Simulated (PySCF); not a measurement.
ClO₂Ta, multiplicity 1. Atoms are numbered in the order given.

```xyz
4

Ta     0.2647    -0.1746     0.0000
O      0.9506     0.6135     1.3725
O      0.9506     0.6135    -1.3725
Cl    -2.0315     0.1725     0.0000
```

Coordinates come from a PBE0-D3(BJ)/def2-SVP optimisation. The spin state was assumed, not searched. The def2 effective core potentials stand for the cores of Ta; spin–orbit coupling is left out.

These are PySCF with B3LYP/def2-TZVPD values and carry that method's errors.

Mulliken values depend strongly on the basis, most of all with diffuse functions as here. ESP charges are fitted to the potential on shells at 1.4 to 2.0 van der Waals radii. Atomic charges (e):

```tsv
atom	Mulliken	ESP fit
Ta1	1.57	…
O2	-0.56	…
O3	-0.56	…
Cl4	-0.46	…
```

Problem. Fill in the missing entries. (The exact figures need the calculation; the answer reports its results.)

Solution. 
- Ta1, ESP fit: 1.68
- O2, ESP fit: -0.65
- O3, ESP fit: -0.65
- Cl4, ESP fit: -0.38
